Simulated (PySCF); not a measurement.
C3H6BrF.
Z-matrix (Å and degrees, PBE0-D3(BJ)/def2-SVP geometry), rows numbered from 1:
```
C 
C   1  1.5134
F   2  1.3759  1  108.74
C   2  1.5117  1  111.81  3  -120.42
Br  4  1.9361  2  112.52  1  -176.77
H   1  1.0997  2  111.16  3  -176.38
H   1  1.1005  2  110.57  3    62.63
H   1  1.0991  2  109.56  3   -56.58
H   2  1.1045  1  110.43  3   117.66
H   4  1.0976  2  110.76  1   -57.18
H   4  1.0986  2  110.37  1    64.02
```

Computed, not measured: core-valence-separated Tamm–Dancoff BHandHLYP/aug-pcX-1 (pcseg-1 on H, def2-SVPD on Br) in PySCF, non-relativistic, gas phase, PBE0-D3(BJ)/def2-SVP geometry. No empirical shift is added; at this level the pattern usually sits a few eV under experiment.

Problem. What does the F 1s absorption edge look like?

Solution. 
```csv
E (eV),f,core hole on,main final orbital
685.52,0.0327,F3,spread
686.41,0.0006,F3,LUMO (66 %)
687.09,0.0050,F3,LUMO+1 (32 %)
687.25,0.0038,F3,LUMO+3 (51 %)
687.35,0.0031,F3,LUMO+1 (55 %)
687.56,0.0013,F3,LUMO+2 (52 %)
688.23,0.0030,F3,spread
```

The first line with a tenth or more of the strongest one's intensity is at 685.52 eV (f = 0.033), with the hole on F3 (alkyl fluorine). It is also the strongest listed.

Problem. List the carbon K-edge absorption lines.

Solution. 
| E (eV) | f | core hole on | main final orbital |
| --- | --- | --- | --- |
| 284.33 | 0.0651 | C4 | LUMO (33 %) |
| 285.57 | 0.0086 | C1 | LUMO (67 %) |
| 286.29 | 0.0276 | C1 | spread |
| 286.38 | 0.0302 | C1 | spread |
| 286.82 | 0.0072 | C1 | LUMO+1 (34 %) |
| 287.10 | 0.0083 | C1 | spread |
| 287.10 | 0.0205 | C4 | spread |
| 287.47 | 0.0585 | C2 | spread |
| 287.62 | 0.0355 | C4 | spread |
| 287.64 | 0.0049 | C1 | LUMO+6 (31 %) |
| 287.88 | 0.0196 | C2 | LUMO (51 %) |
| 287.99 | 0.0022 | C1 | LUMO+5 (46 %) |
| 288.13 | 0.0063 | C1 | spread |
| 288.35 | 0.0018 | C1 | LUMO+9 (34 %) |
| 288.53 | 0.0018 | C1 | LUMO+8 (54 %) |

The first line with a tenth or more of the strongest one's intensity is at 284.33 eV (f = 0.065), with the hole on C4 (sp3 C–Br carbon). It is also the strongest listed.

Roots within 0.03 eV whose holes lie on the same, on equivalent or on shared atoms are summed into one line, and the highest roots are left out, as the search may have cut off their partners. Final orbitals are the ground state's empty Kohn–Sham orbitals.

Problem. What is the summed oscillator strength of the listed F K lines, and their intensity-weighted mean energy?

Solution. Σf = 0.050 over 7 lines from 685.52 to 688.23 eV; the weighted mean is 686.15 eV. The strongest line holds 66 % of the sum.

Only the lowest roots of each edge were sought. The BHandHLYP/aug-pcX-1 (pcseg-1 on H, def2-SVPD on Br) calculation is non-relativistic and has no spin–orbit coupling, an omission that weighs most on bromine.

One conformer stands for the species.
